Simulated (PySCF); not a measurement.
**Static response to an electric field**

1,2-dihydro-1,2-azaborine, C4H6BN.
Structure used (PBE0-D3(BJ)/def2-SVP), in Å, numbered top down from 1:
```xyz
12
C4H6BN angstrom
B      1.269    0.737    0.012
C     -0.068    1.450    0.032
C     -1.218    0.694    0.015
C     -1.184   -0.726   -0.020
C      0.017   -1.382   -0.039
N      1.188   -0.694   -0.024
H      2.366    1.242    0.022
H     -0.165    2.539    0.059
H     -2.203    1.175    0.029
H     -2.108   -1.306   -0.033
H      0.077   -2.473   -0.066
H      2.031   -1.256   -0.039
```

Level: CAM-B3LYP/def2-SVPD (PySCF), static field, nuclei fixed, core orbitals frozen in the response. The polarisability tensor in these axes (au):

```
x   80.37  2.66 -0.01
y    2.66 80.89  0.94
z   -0.01  0.94 43.16
```

Problem. Diagonalise the tensor; give its mean and Δα, where Δα² is half the sum of the squared differences of the eigenvalues.

Solution. Principal values 43.13, 77.97 and 83.31 au; mean 68.14 au = 10.10 Å³ = 11.23 × 10⁻⁴⁰ C²·m²/J; Δα = 37.79 au (55 % of the mean).

Problem. What is the dipole moment, and where does it point?

Solution. (-0.04, -2.08, -0.05) D, 2.09 D in size, pointing from the negative to the positive side. Measured along this direction, the outermost atoms are H8 at the negative end and H11 at the positive end.

Problem. Rayleigh depolarisation ratio (linearly polarised light, static tensor)?

Solution. ρ = 3Δα²/(45ᾱ² + 4Δα²) = 4284.3/(208912 + 5712.4) = 0.02.

Problem. Molar refractivity from α?

Solution. Lorentz–Lorenz: R = (4π/3)N_A α = 2.5225 cm³/(mol·Å³) × 10.10 Å³ = 25.5 cm³/mol, in the limit of long wavelengths.

Problem. Give the eigenvalues of the traceless quadrupole moment Θ = ½Σq(3rr − r²1), origin at the centre of nuclear charge.

Solution. -6.16, -2.72, 8.88 D·Å. The values depend on the origin, since the dipole doesn't vanish. The electronic extent ⟨r²⟩ about the same centre is 470 bohr², a root-mean-square distance of 1.77 Å for the 42 electrons.

Problem. What would n − 1 = 2πNα be for an ideal gas of these molecules at 298.15 K and 1 atm, electronic part alone?

Solution. N = p/kT = 2.4615 × 10¹⁹ cm⁻³, so n − 1 = 2π × N × 10.10 × 10⁻²⁴ cm³ = 1562 × 10⁻⁶ at long wavelengths, for an ideal gas.

Isolated species at its PBE0-D3(BJ)/def2-SVP geometry, gas phase.
